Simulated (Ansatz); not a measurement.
Reaction (SMILES): NB(Cl)Cl + H+ → [NH3+]B(Cl)Cl (at N, the best of the heteroatom sites tried; carbon was not tried)

Wanted: proton affinity (electronic), in kcal/mol. Positive where the reaction releases energy. Terms: non-relativistic; no spin-orbit coupling; 6-31G* and kin with 6d, 5d where marked; 6-311+G** with 5d, 6d on Na to Ar in Ansatz (an electronic-structure program); LANL2DZ with its own core potentials from Na on; frozen cores in correlated levels; dispersion terms only where a functional's name holds one. Basis-set limits of correlation are two-point, X^-3; Hartree-Fock from the larger set (for Q and 5 zeta extrapolated as (X+1)exp(-9√X)). First-principles rows: single points at B3LYP-D3(BJ) geometries (Ansatz).

Coupled cluster (Ansatz) is a level with limits of its own, used here on species with T1 under 0.025 (0.045 for open shells) and stable references: CCSD(T)/CBS(cc-pV(Q+d)Z,cc-pV(5+d)Z).

Value to compare with, CCSD(T)/CBS(cc-pV(Q+d)Z,cc-pV(5+d)Z) (Ansatz): 189.3 kcal/mol.

```csv
level,program,proton affinity (electronic) (kcal/mol),difference
B3LYP/STO-3G,Ansatz,217.8,28.5
B3LYP/3-21G,Ansatz,184.5,-4.8
B3LYP/LANL2DZ,Ansatz,180.1,-9.2
B3LYP/6-31G,Ansatz,183.1,-6.2
B3LYP/6-31G*,Ansatz,190.5,1.2
B3LYP/6-31+G*,Ansatz,187.2,-2.1
B3LYP/6-31G**,Ansatz,191.7,2.4
B3LYP/def2-SVP,Ansatz,192.3,3.0
B3LYP/cc-pVDZ,Ansatz,190.8,1.5
B3LYP/6-311+G**,Ansatz,187.9,-1.4
B3LYP/def2-TZVPD,Ansatz,189.1,-0.2
```

Among the 10 habitual levels, B3LYP/STO-3G lies farthest from CCSD(T)/CBS(cc-pV(Q+d)Z,cc-pV(5+d)Z) (Ansatz) (28.5 kcal/mol); 5 of 10 lie above it, and their mean absolute difference is 6.0 kcal/mol, the median 2.7. One case shows no general order.

The sets are all those run for this method; left out are runs that failed, that the program found above a lower state of the same kind, or whose <S^2> lies over 0.5 above the pure value.
